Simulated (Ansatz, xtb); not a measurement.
Two isomers of C4H9NSe

Structure I is `N[C@@H]1CC[Se]C1`, a singlet and structure II is `[H]/N=C/CC[Se]C`, a singlet. Both are isolated molecules in the gas phase, relaxed with r2SCAN-D4/def2-SVP; the shapes shown needn't be the lowest conformers.

I (Å):

```tsv
atom	x (Å)	y (Å)	z (Å)
C	-0.7504	0.8211	1.0676
C	-1.0966	-0.6782	0.9759
C	0.2007	-1.4626	0.8078
C	0.0653	1.1404	-0.1833
N	0.0058	1.2089	2.2495
Se	1.3446	-0.3618	-0.3840
H	0.9412	0.7980	2.2047
H	-0.4380	0.8453	3.0931
H	-1.6848	1.4147	1.0465
H	-1.7555	-0.8483	0.1060
H	-1.6465	-1.0127	1.8743
H	0.7255	-1.5958	1.7664
H	0.0484	-2.4505	0.3510
H	-0.5674	1.1914	-1.0808
H	0.6233	2.0807	-0.0702
```

II (Å):

```xyz
15

C    -1.3387    2.1781    0.2769
C     1.2450    1.3304   -0.8293
C     1.2448   -0.1027   -0.2953
C     0.9532   -1.1371   -1.3417
N     1.7481   -2.1111   -1.5468
Se   -0.4907    1.9980   -1.4705
H    -0.7592    2.8600    0.9161
H    -2.3345    2.6089    0.1030
H    -1.4564    1.2028    0.7699
H     1.5977    2.0338   -0.0586
H     1.9227    1.4274   -1.6930
H     0.4968   -0.1931    0.5153
H     2.2287   -0.3386    0.1450
H     0.0125   -0.9755   -1.9099
H     1.3788   -2.7072   -2.2978
```

Q: Estimate E(II) − E(I) at the level CCSD(T)/def2-SVP + ΔMP2/def2-TZVPP.

A: Calculated at CCSD(T)/def2-SVP + ΔMP2/def2-TZVPP: E(II) − E(I) = +16.7 kcal/mol, so structure I lies lower.

The same difference at several levels:

| level | geometry | E(II) − E(I) (kcal/mol) | departure from the last row (kcal/mol) | job, with rough time for the two |
| --- | --- | --- | --- | --- |
| GFN2-xTB | GFN2-xTB | +22.7 | +6.0 | optimisation, 0.28 s |
| HF/STO-3G | GFN2-xTB | +37.9 | +21.3 | single point, 0.46 s |
| r2SCAN-D4/def2-SVP//GFN2-xTB | GFN2-xTB | +19.6 | +3.0 | single point, 4.5 s |
| r2SCAN-D4/def2-SVP | r2SCAN-D4/def2-SVP | +18.4 | +1.7 | optimisation, 47 s |
| HF/def2-SVP | r2SCAN-D4/def2-SVP | +12.3 | −4.4 | part of the CCSD(T) run |
| MP2/def2-SVP | r2SCAN-D4/def2-SVP | +18.4 | +1.8 | part of the CCSD(T) run |
| CCSD(T)/def2-SVP | r2SCAN-D4/def2-SVP | +15.5 | −1.2 | single point |
| CCSD(T)/def2-SVP + ΔMP2/def2-TZVPP | r2SCAN-D4/def2-SVP | +16.7 |  | single point, 97 s |

As drawn, II has 1 C=N, 1 C–H in place of 1 C–N, 1 C–C, 1 N–H. Structure I has a 5-membered ring, II no ring.

None of the levels shown reverses the order. The largest departure from CCSD(T)/def2-SVP + ΔMP2/def2-TZVPP is that of HF/STO-3G, 21.3 kcal/mol. The last row adds to CCSD(T) the change of the MP2 difference between the two basis sets, here +1.2 kcal/mol.

With thermal terms from frequencies at re-optimised GFN2-xTB minima (ideal gas, soft modes damped towards free rotors, one conformer each, 298.15 K, 1 atm): the zero-point term adds −3.0 kcal/mol; ΔH is +14.8 and ΔG +11.7 kcal/mol.

The correlated steps freeze 14 core orbitals; the filled d shell of Se is correlated, in a basis made for valence electrons. Mirror images aren't counted in ΔG. Programs: Ansatz 0.2.0, xtb 6.7.1; the last row on 4 threads of Arm Neoverse V1 on a shared host.
